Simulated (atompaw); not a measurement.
**tantalum: one change to a PAW (atompaw) potential, before and after**

* Element: tantalum (Ta)
* Generator: atompaw 4.2.0.5
* Type: PAW
* Functional: PBE
* Relativity: scalar-relativistic
* Frozen core: [Xe] 4f14
* Valence charge: 5
* Reference configuration: 5d3 6s1 6p0 (charge +1)
* Partial waves: 6s (bound): rc 2.90 bohr; 6s channel at 0.6 Ry: rc 2.90 bohr; 6p (bound, empty): rc 2.90 bohr; 6p channel at 0.45 Ry: rc 2.90 bohr; 5d (bound): rc 2.70 bohr; 5d channel at 0.65 Ry: rc 2.90 bohr
* Local potential: ultrasoft scheme with l = 3 at -0.5 Ry, radius 2.60 bohr
* Core correction: smooth core density matched at 2.55 bohr
* Augmentation charge: besselshape compensation charge, radius 2.15 bohr; PAW radius 2.90 bohr; waves and projectors: custom rrkj gramschmidtortho

Change: reference 5d4 6s1 6p0.

Cutoffs: the cutoffs (Ry, on a coarse ladder) from which the occupation-weighted sum of valence levels, in a spherical-Bessel basis at the reference potential, stays within 10 and 1 mRy of its value at 400 Ry; they do not see the model core or the augmentation charge, which bear on the density cutoff.

What does the change do?

The potential gets neither clearly harder nor softer (12 Ry and 18 Ry → 12 Ry and 18 Ry); a bound ghost appears in p, which as a rule spoils a file; the range in which the p phases agree widens (upper end 0.7 → 4.2).

```csv
quantity,base,changed
"cutoff, loose",12 Ry,12 Ry
"cutoff, tight",18 Ry,18 Ry
bound ghosts,none,p
s: phases at 2.91 bohr within 0.05 rad from the reference energy up to (Ry; the scan ends near 5),2.1,2.7
p: phases at 2.91 bohr within 0.05 rad from the reference energy up to (Ry; the scan ends near 5),0.7,4.2
d: phases at 2.91 bohr within 0.05 rad from the reference energy up to (Ry; the scan ends near 5),1.5,2.1
lowest overlap eigenvalue by channel,"s 0.44, p 0.59, d 0.19","s 0.40, p 0.65, d 0.39"
```

 A true bound ghost makes a file unfit for plane-wave use even where its test errors are small: the radial tests pick states by their node count and pass the ghost by. The cutoffs see the waves, projectors and local potential, not the compensation charge or the core.
